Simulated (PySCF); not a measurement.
**State search for CaF⁺**

Unrestricted PBE0; Ca pcseg-1, F pcseg-1; no relativity (PySCF 2.14). Outer shells of the fragments: Ca+ 4s1; F 2s2 2p5.

Followed along the bond (rough minima from three points):

```csv
2Ms+1,unpaired,⟨S²⟩ at the start,R at minimum (Å),Te (eV)
1,none,0.00,1.88,0.00
3,"σ ↑, π ↑",2.00,none in the scan,≤ 5.70
```

Solutions found at the starting distance of 2.305 Å, counted from the lowest of them; the search is not exhaustive and high or unbound solutions are not listed, so other states can lie among these:

| 2Ms+1 | unpaired | term | E (eV) | ⟨S²⟩ | ⟨Lz²⟩ | μ (D) |
| --- | --- | --- | --- | --- | --- | --- |
| 1 | none | ¹Σ⁺ | 0.00 | 0.00 | 0.00 | -10.84 |
| 3 | σ ↑, π ↑ | ³Π | 4.55 | 2.00 | 1.01 | -2.40 |
| 1 | σ ↑, π ↓ | mixed | 4.57 | 1.00 | 1.01 | -2.35 |
| 3 | σ ↑↑ | ³Σ⁺ | 4.97 | 2.00 | 0.00 | -2.47 |
| 3 | π ↑, δ ↑ | mixed | 5.89 | 2.00 | 5.00 | -3.08 |
| 3 | π ↑↑ | mixed | 5.92 | 2.00 | 2.00 | -2.83 |

A term symbol is given only where ⟨S²⟩ and ⟨Lz²⟩ are close to those of a pure state; real π, δ and φ orbitals otherwise mix terms. A positive dipole points towards F; it is taken about the centre of mass and depends on that origin.

Counting both spins, an empty level lies below a filled one in some of these solutions, because spin and occupation are held.
